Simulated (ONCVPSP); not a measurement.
## What the settings do to the ONCV potential of Pd

Base potential:

palladium, optimised norm-conserving Vanderbilt (ONCV), made with ONCVPSP 4.0.1 (PBE, scalar-relativistic). Core [Ar] 3d10, reference 4s2 4p6 4d9 5s1. Waves: 4s+5s: rc 1.60 bohr, ncon 3, nbas 6, qcut 6.7 1/bohr, 2 projectors; 4p: rc 1.00 bohr, ncon 3, nbas 6, qcut 9.3 1/bohr, 2 projectors, debl 2 Ha; 4d: rc 1.70 bohr, ncon 3, nbas 8, qcut 11 1/bohr, 2 projectors, debl 3 Ha; f scattering state at 0.24 Ha: rc 1.70 bohr, ncon 3, nbas 7, qcut 7.5 1/bohr, 3 projectors, debl 2.3 Ha. Local part: polynomial inside 0.70 bohr (lpopt 5, dvloc0 4 Ha). Core correction: Teter function, fcfact 3.5, rcfact 1.35.

In the p channel the program set the typed energies aside and used -2.002, 0.250 Ha.

Cutoffs, loose and tight: the cutoffs (Ha) at which the residual kinetic energy of the hardest occupied pseudo-wave falls to 1 and 0.1 mHa per electron. They do not see the model core or the augmentation charge, which bear on the density cutoff. Test errors are all-electron minus pseudo excitation energies from the reference, over the configurations 4s2 4p6 4d10 5s0; 4s2 4p6 4d9 5s0; 4s2 4p6 4d8 5s0; 4s2 4p6 4d7 5s0. A dash means not determined; rows that change the core or the reference have their own tests.

A true bound ghost makes a file unfit for plane-wave use even where its test errors are small: the radial tests pick states by their node count and pass the ghost by.

| change | outcome | cutoff, loose | cutoff, tight | bound ghosts | GHOST(+) flags above zero | largest test error (meV) |
| --- | --- | --- | --- | --- | --- | --- |
| base | generated, projector energies reset by the program | 41 Ha | 103 Ha | s | p | -3.4 |
| all radii but the core radius scaled by about 0.80 (s 1.28, p 0.80, d 1.36, f 1.36 bohr); local potential polynomial inside 0.56 bohr (lpopt 5, dvloc0 4 Ha) | generated, projector energies reset by the program | – | – | s | p, f | -5.5 |
| all radii but the core radius scaled by about 0.95 (s 1.52, p 0.96, d 1.62, f 1.62 bohr); local potential polynomial inside 0.66 bohr (lpopt 5, dvloc0 4 Ha) | generated, projector energies reset by the program | 43 Ha | 110 Ha | s | none | -4.4 |
| all radii but the core radius scaled by about 1.10 (s 1.76, p 1.10, d 1.88, f 1.88 bohr); local potential polynomial inside 0.78 bohr (lpopt 5, dvloc0 4 Ha) | generated, projector energies reset by the program | 37 Ha | 61 Ha | none | s, d, f | -4.6 |
| all radii but the core radius scaled by about 1.15 (s 1.84, p 1.16, d 1.96, f 1.96 bohr); local potential polynomial inside 0.80 bohr (lpopt 5, dvloc0 4 Ha) | generated, projector energies reset by the program | 35 Ha | 44 Ha | none | s, f | +4.3 |
| all radii but the core radius scaled by about 1.22 (s 1.96, p 1.22, d 2.08, f 2.08 bohr); local potential polynomial inside 0.86 bohr (lpopt 5, dvloc0 4 Ha) | generated, projector energies reset by the program | 33 Ha | 40 Ha | none | s, f | +7.1 |

Question: What comes out with this change to the base: all radii but the core radius scaled by about 1.29 (s 2.06, p 1.30, d 2.20, f 2.20 bohr); local potential polynomial inside 0.90 bohr (lpopt 5, dvloc0 4 Ha)?

Answer: outcome: generated, projector energies reset by the program; cutoff, loose: 31 Ha; cutoff, tight: 37 Ha; bound ghosts: none; GHOST(+) flags above zero: s, f; largest test error (meV): +21.

Question: What comes out with this change to the base: all radii but the core radius scaled by about 0.85 (s 1.36, p 0.86, d 1.44, f 1.44 bohr); local potential polynomial inside 0.60 bohr (lpopt 5, dvloc0 4 Ha)?

Answer: outcome: generated, projector energies reset by the program; cutoff, loose: 43 Ha; cutoff, tight: 103 Ha; bound ghosts: s; GHOST(+) flags above zero: p; largest test error (meV): -5.5.

Reading the sweep of the scale of all radii but the core radius (base = 1) (base included, trends over the rows without a ghost): The loose cutoff stays near 33 Ha. The median size of the test errors (rows with all tests solved) stays near 2.9 meV. Bound ghosts are found at 0.8, 0.85, 0.95, 1.
